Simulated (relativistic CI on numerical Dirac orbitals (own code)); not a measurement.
## Dy XXXVII: sensitivity of the levels to the model

Base calculation: Dirac-Coulomb-Breit CI, KLI orbitals optimised for each configuration, model QED (radiative potential, 1s self-energy scaled to tabulated hydrogen-like ionisation energies), unscaled Slater integrals.

Configurations in the expansion (outside the closed core [Ar]): 3d10 4s2, 3d10 4s 4p, 3d10 4p2, 3d10 4s 4d, 3d10 4d2, 3d10 4s 4f, 3d10 4p 4d, 3d10 4f2, 3d10 4p 4f, 3d10 4d 4f, 3d10 4s 5s, 3d10 4s 5p, 3d10 4s 5d, 3d10 4s 5f, 3d10 4s 5g, 3d10 4s 6s, 3d10 4s 6p, 3d10 4s 6d, 3d10 4s 6f, 3d10 4s 7s, 3d9 4s2 4p, 3d9 4s2 4d, 3d9 4s2 4f, 3d9 4s2 5s, 3d9 4s2 5p, 3d9 4s2 5d. Double excitations out of closed p, d and f shells are left out; levels of such configurations are missing from the list, as are those of other unlisted configurations, and high levels can miss mixing partners. These lack a partner that the ground configuration has and come out too high: 3d9 4s2 4p, 3d9 4s2 4d, 3d9 4s2 4f, 3d9 4s2 5s, 3d9 4s2 5p.

The lowest level and the first level of each name with at least 55 % of one term (blank where a level has no safe partner in the second run):

```
           Level  Base (eV)  Shift (eV)
   3d10 4s2 1S_0      0.000       0.000
3d10 4s 4p 3P°_0     68.955      +0.283
3d10 4s 4p 3P°_1     74.434      -0.106
3d10 4s 4p 3P°_2    123.129      +0.274
3d10 4s 4p 1P°_1    138.579      -1.235
   3d10 4p2 3P_0    159.336      -0.451
   3d10 4p2 3P_1    208.273      +0.031
   3d10 4p2 1D_2    209.259      +0.148
 3d10 4s 4d 3D_1    254.571      -0.040
 3d10 4s 4d 3D_3    265.818      -0.032
   3d10 4p2 1S_0    273.116      -1.039
 3d10 4s 4d 1D_2    280.640      -1.762
3d10 4p 4d 3F°_2    327.300      +0.545
3d10 4p 4d 3D°_1    342.073      -0.910
3d10 4p 4d 3F°_3    345.833      +0.060
3d10 4p 4d 3F°_4    390.458      +0.803
3d10 4p 4d 3P°_0    390.640      -0.399
3d10 4p 4d 3P°_1    391.627      -0.467
3d10 4p 4d 3D°_3    401.004      -0.167
3d10 4s 4f 3F°_2    404.848      -0.351
3d10 4s 4f 3F°_3    406.338      -0.422
3d10 4s 4f 3F°_4    408.660      -0.515
```

At this charge energies of transitions that change n are usually good to better than 1 %, and those within a shell (Δn = 0) to a few per cent.

Question: One thing was changed in a second run, which moved the levels as shown. Which?
A. configuration mixing switched off
B. QED terms removed
C. valence Slater integrals scaled by 0.9
D. Breit term removed

Answer: C. Valence Slater integrals scaled by 0.9. Scaling acts on the splittings between terms and on the mixing, and leaves the fine structure of pure LS terms nearly alone; in jj coupling it moves the levels of one term differently.

LS names give the leading component of a level, which can be under half, so a name can repeat, a term be missing and a line seem to break the LS rules.
